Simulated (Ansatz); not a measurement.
GaH$_{5}$O$_{2}$Si (`[OH][GaH][O][SiH3]`), relaxed with RKS PBE0-D4/def2-TZVP in Ansatz from a GFN2-xTB geometry. The force threshold is 0.005 eV/Å; the program also tests the step.

The species carries charge 0 and has multiplicity 1.

Start:

```xyz
9

O     2.014    1.714   -0.403
Ga    0.715    0.874   -1.145
O    -0.343   -0.202   -0.288
Si   -1.150   -1.127    0.786
H     2.359    1.761    0.486
H     0.501    1.092   -2.612
H    -0.480   -1.039    2.088
H    -2.508   -0.584    0.841
H    -1.106   -2.488    0.247
```

| step | energy (eV) | largest force (eV/Å) | largest move (Å) |
| --- | --- | --- | --- |
| 1 | -64420.9006 | 1.384 | 0.000 |
| 2 | -64421.0347 | 0.793 | 0.087 |
| 3 | -64421.0867 | 0.420 | 0.127 |
| 4 | -64421.1053 | 0.456 | 0.182 |
| 5 | -64421.1344 | 0.110 | 0.082 |
| 6 | -64421.1366 | 0.128 | 0.064 |
| 7 | -64421.1428 | 0.054 | 0.090 |
| 8 | -64421.1508 | 0.321 | 0.192 |
| 9 | -64421.1569 | 0.289 | 0.058 |
| 10 | -64421.1663 | 0.226 | 0.198 |
| 11 | -64421.1700 | 0.026 | 0.045 |
| 12 | -64421.1702 | 0.017 | 0.013 |
| 13 | -64421.1704 | 0.030 | 0.049 |
| 14 | -64421.1704 | 0.022 | 0.007 |
| 15 | -64421.1705 | 0.002 | 0.007 |

End:

```xyz
9

O     1.832    1.456   -0.087
Ga    0.670    0.887   -1.306
O    -0.575   -0.249   -0.722
Si   -0.984   -0.960    0.686
H     1.683    1.094    0.790
H     0.710    1.328   -2.779
H    -0.047   -0.559    1.780
H    -2.358   -0.558    1.086
H    -0.930   -2.439    0.551
```

Hardware: 4 threads of an Intel Xeon 6975P-C on a shared host. Wall time 23 s, peak host memory 0.5 GiB.
